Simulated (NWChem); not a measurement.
# Si2H3ClF2; SMILES F[SiH](F)[SiH2]Cl

```xyz
8

Si     0.1448     1.2257     0.3637
F     -0.8976     2.4314     0.0770
F      1.4549     1.5025    -0.5434
Si    -0.8346    -0.7859    -0.3265
Cl     0.4654    -2.2963     0.2548
H      0.5488     1.2853     1.7907
H     -2.1502    -0.9973     0.3420
H     -1.0083    -0.8246    -1.8057
```
Atoms are numbered in this order, from 1.

All runs: NWChem. The geometry was optimised at PBE0/def2-SVP. Level: M05-2X/def2-SVP with SMD (1 M gas to 1 M solution), gas-phase geometry. Reactions with the solvent are ignored.

| solvent | dielectric constant | solvation free energy (kcal/mol) | cavity-dispersion-structure term (kcal/mol) | dipole in solution (D) |
|---|---|---|---|---|
| water | 78.4 | 0.3 | 3.6 | 1.73 |
| acetone | 20.5 | -3.7 | -0.5 | 1.71 |
| N,N-dimethylformamide | 37.2 | -3.0 | 0.3 | 1.72 |
| 2-propanol | 19.3 | -4.0 | -0.7 | 1.71 |
| n-hexane | 1.88 | -2.5 | -1.0 | 1.51 |
| chloroform | 4.71 | -3.6 | -1.0 | [?] |
| ethylene glycol | 40.2 | -2.0 | 1.4 | 1.72 |

**Question.** What belongs in the gaps?

**Answer.** 
- chloroform, dipole in solution (D): 1.64
